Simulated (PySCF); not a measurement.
## Complete the spectrum of C2H9ClGeN2

Species: C2H9ClGeN2.
Cartesian coordinates in Å at the PBE0-D3(BJ)/def2-SVP level; atoms count from 1:
```
atom  x, y, z in Å
C1    -0.0093   -1.9780   -0.4019
N2     0.7316   -0.9533    0.2919
C3    -0.0700    0.1312    0.7964
Ge4    2.2822   -1.3762    1.1209
N5     3.1846   -2.5170    0.0319
Cl6    1.9856   -2.5539    2.9351
H7    -0.5061   -1.5584   -1.2962
H8     0.6744   -2.7728   -0.7336
H9    -0.7957   -2.4388    0.2297
H10   -0.8469   -0.2036    1.5138
H11    0.5599    0.8741    1.3110
H12   -0.5871    0.6537   -0.0294
H13    2.9467   -0.0631    1.5647
H14    3.6312   -2.0974   -0.7783
H15    3.8302   -3.1392    0.5087
```

Level of theory: TDDFT CAM-B3LYP/def2-SVPD, vertical, gas phase, core orbitals frozen in the response (PySCF). Relativistic effects, spin–orbit coupling among them, are left out although an element past zinc is present.

Lowest singlets, with some entries withheld (?).

```csv
state,λ (nm),f,"main configurations (H = HOMO, L = LUMO)"
S1,200.0,0.013,"H→L (59%), H→L+1 (17%), H→L+2 (13%)"
S2,197.1,0.092,H→L+1 (75%)
S3,191.8,0.018,"H→L+2 (70%), H→L (20%)"
S4,182.6,0.040,"H-1→L (81%), H-1→L+2 (8%)"
S5,177.9,0.019,"H→L+4 (63%), H→L+3 (18%)"
S6,?,0.025,H-1→L+1 (89%)
S7,?,0.051,"H→L+3 (62%), H→L+4 (26%)"
S8,?,0.035,H-2→L+1 (84%)
S9,?,0.0056,"H→L+5 (64%), H-3→L+1 (17%)"
S10,?,0.021,"H-3→L+1 (66%), H→L+5 (16%)"
```

(1) Fill in the withheld entries.

(2) What is the mean static polarisability from the same response equations?

(3) How far apart are S5 and S7, in eV and cm⁻¹?

(4) What is the vertical ionisation energy by ΔSCF at this level?

Results:

(1) 
- S6: λ = 171.4 nm
- S7: λ = 169.0 nm
- S8: λ = 162.9 nm
- S9: λ = 160.7 nm
- S10: λ = 159.7 nm

(2) 85.8 au (12.72 Å³), with principal values 79.5, 83.7 and 94.2 au.

(3) 7.336 − 6.971 = 0.365 eV, or about 2940 cm⁻¹.

(4) 8.54 eV; −ε(HOMO) is 7.96 eV.

On one thread of an Arm Neoverse V2 (shared host), this took 81 s.

One conformer stands for the species.
